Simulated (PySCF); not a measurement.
# Electronic structure of Te (tellurium, neutral) at the CAM-B3LYP level

Configuration: [Kr] 4d10 5s1 5p5, high-spin 3P determinant (an excited configuration). All numbers are calculated (PySCF 2.14, scalar relativity through the core potential, in def2-QZVPPD with the def2 core potential (28 electrons)).

```
Total energy                                                  : -267.6277 hartree
One-electron energy                                           : -465.4769 hartree
Hartree (Coulomb) energy                                      : 218.5237 hartree
Exchange-correlation energy                                   : -20.6745 hartree
⟨S²⟩                                                          : 2.0076
⟨L²⟩                                                          : 2.018
Sum of ⟨r⟩                                                    : 31.52 bohr
Sum of ⟨r²⟩                                                   : 61.52 bohr²
Traceless quadrupole moment −½Σ⟨3z² − r²⟩ along its main axis : 2.96 e·bohr²
```

| shell | electrons | mean orbital energy (eV) | spread (eV) | rms radius, mean of both spins (bohr) |
| --- | --- | --- | --- | --- |
| 4s α | 1 | -174.59 | 0 | 0.819 |
| 4s β | 1 | -174.28 | 0 | 0.819 |
| 4p α | 3 | -123.73 | 0.458 | 0.882 |
| 4p β | 3 | -123.46 | 0.278 | 0.882 |
| 4d α | 5 | -47.359 | 0.514 | 1.05 |
| 4d β | 5 | -46.997 | 0.315 | 1.05 |
| 5s α | 1 | -20.313 | 0 | 2.21 |
| 5p α | 3 | -9.469 | 0.994 | 2.82 |
| 5p β | 2 | -7.740 | 0 | 2.82 |

Energies and moments cover only the electrons outside the core potential.
